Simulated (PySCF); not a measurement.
Computed shifts of a molecule C₃HBrClF, PBE0/pcSseg-1 run with PySCF, GIAO, gas phase, atoms alike by connectivity averaged where their shifts nearly agree, in ppm (number of nuclei): ¹⁹F: -74.0 (1). ¹³C: 207.0 (1), 153.5 (1), 119.0 (1). ¹H: 7.28 (1). References: ¹⁹F against CFCl3 (σ = 167.2 ppm); ¹³C against TMS (σ = 186.3 ppm); ³⁵Cl against HCl (σ = 945.9 ppm); ¹H against TMS (σ = 31.56 ppm), references at their B3LYP-D3(BJ)/def2-TZVP geometries, non-relativistic (without spin–orbit terms, shifts of atoms bonded to Cl or Br come out too high). Geometry optimised at PBE-D3(BJ)/def2-SVP. The values are those of a single conformer.

Task: Which structure fits?
A) FC(Br)=C=CCl
B) FC(Cl)=C=CBr
C) FC=C=C(Cl)Br

Result: A, FC(Br)=C=CCl
